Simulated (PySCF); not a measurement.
Ni²⁵⁺: ionisation energy

Ni²⁵⁺ [He] 2s1 [2s1/2^1, M_J = 1/2] → Ni²⁶⁺ 1s2, as a difference of total energies. Calculation: PySCF 2.14, in an even-tempered Gaussian basis (17 s from 7.8 bohr⁻², ratio 2.4; 11 p from 10 bohr⁻², ratio 2.4; 5 d from 31 bohr⁻², ratio 2.6; 4 f from 47 bohr⁻², ratio 2.6); the two-component X2C-1e Hamiltonian. Correlated levels: nothing frozen; the 34 highest virtual spinors dropped. "Screened" scales the spin-orbit matrix elements by Boettger's factors to mimic the two-electron term; Breit and QED terms are absent.

| method | ionisation energy (eV) | difference from reference (eV) |
| --- | --- | --- |
| GHF (screened spin-orbit) | 2400.0 | +0.7 |
| GMP2 (screened spin-orbit) | 2400.2 | +0.9 |

Reference: 2399.3 eV (theoretical estimate listed by NIST; NIST Atomic Spectra Database, ionization energies).
